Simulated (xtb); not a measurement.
xtb input (GFN2-xTB):

```bash
xtb mol.xyz --gfn 2 --sp --chrg -1 --uhf 0
```
mol.xyz:
```
5

C      0.74148865    -1.28653962    -0.32335225
Se    -0.21388692     0.36606753     0.09144170
H      1.78584965    -1.11162642    -0.05722648
H      0.67976908    -1.50618972    -1.38615624
H      0.35760483    -2.10924229     0.27447826
```

End of the output:

```
         :::::::::::::::::::::::::::::::::::::::::::::::::::::
         ::                     SUMMARY                     ::
         :::::::::::::::::::::::::::::::::::::::::::::::::::::
         :: total energy              -7.079518471440 Eh    ::
         :: gradient norm              0.010985200278 Eh/a0 ::
         :: HOMO-LUMO gap              4.954947287662 eV    ::
         ::.................................................::
         :: SCC energy                -7.135561687078 Eh    ::
         :: -> isotropic ES            0.114139415422 Eh    ::
         :: -> anisotropic ES          0.002811599547 Eh    ::
         :: -> anisotropic XC          0.004023795773 Eh    ::
         :: -> dispersion             -0.001807980930 Eh    ::
         :: repulsion energy           0.056043215638 Eh    ::
         :: add. restraining           0.000000000000 Eh    ::
         :: total charge              -1.000000000000 e     ::
         :::::::::::::::::::::::::::::::::::::::::::::::::::::

           -------------------------------------------------
          |                Property Printout                |
           -------------------------------------------------

    * Orbital Energies and Occupations

         #    Occupation            Energy/Eh            Energy/eV
      -------------------------------------------------------------
         1        2.0000           -0.5098076             -13.8726
         2        2.0000           -0.4253341             -11.5739
         3        2.0000           -0.3264189              -8.8823
         4        2.0000           -0.3233197              -8.7980
         5        2.0000           -0.2701055              -7.3499
         6        2.0000           -0.1791321              -4.8744
         7        2.0000           -0.1785098              -4.8575 (HOMO)
         8                          0.0035812               0.0974 (LUMO)
         9                          0.2059747               5.6049
        10                          0.2095823               5.7030
        11                          0.2678535               7.2887
        12                          0.2691656               7.3244
        13                          0.3127047               8.5091
        14                          0.3761902              10.2367
        15                          0.3874790              10.5438
        16                          0.6037304              16.4283
Note: The following floating-point exceptions are signalling: IEEE_DENORMAL
normal termination of xtb
      -------------------------------------------------------------
                  HL-Gap            0.1820910 Eh            4.9549 eV
             Fermi-level           -0.0874643 Eh           -2.3800 eV

     #   Z          covCN         q      C6AA      α(0)
     1   6 C        3.742     0.079    19.333     6.273
     2  34 Se       0.968    -1.068   264.630    28.508
     3   1 H        0.925    -0.002     3.101     2.754
     4   1 H        0.925    -0.005     3.138     2.770
     5   1 H        0.925    -0.005     3.138     2.770

 Mol. C6AA /au·bohr⁶  :        670.590171
 Mol. C8AA /au·bohr⁸  :      31999.931320
 Mol. α(0) /au        :         43.075797

Wiberg/Mayer (AO) data.
largest (>0.10) Wiberg bond orders for each atom

 ---------------------------------------------------------------------------
     #   Z sym  total        # sym  WBO       # sym  WBO       # sym  WBO
 ---------------------------------------------------------------------------
     1   6 C    3.987 --     2 Se   1.017     3 H    0.991     5 H    0.989
                             4 H    0.989
     2  34 Se   1.046 --     1 C    1.017
     3   1 H    1.000 --     1 C    0.991
     4   1 H    1.000 --     1 C    0.989
     5   1 H    1.000 --     1 C    0.989
 ---------------------------------------------------------------------------

Topologies differ in total number of bonds
Writing topology from bond orders to xtbtopo.mol

molecular dipole:
                 x           y           z       tot (Debye)
 q only:        0.525      -0.895      -0.223
   full:        0.818      -1.382      -0.343       4.174
molecular quadrupole (traceless):
                xx          xy          yy          xz          yz          zz
 q only:        0.042       0.113      -0.117       0.032      -0.052       0.075
  q+dip:        0.137       0.971      -0.844       0.221      -0.414       0.707
   full:       -0.058      -0.077       0.089      -0.032       0.030      -0.031

           -------------------------------------------------
          | TOTAL ENERGY               -7.079518471440 Eh   |
          | GRADIENT NORM               0.010985200278 Eh/α |
          | HOMO-LUMO GAP               4.954947287662 eV   |
           -------------------------------------------------

------------------------------------------------------------------------
------------------------------------------------------------------------
 total:
 SCF:
```

This state (charge -1, singlet) is run at the relaxed geometry of the species with charge 0 and multiplicity 2.
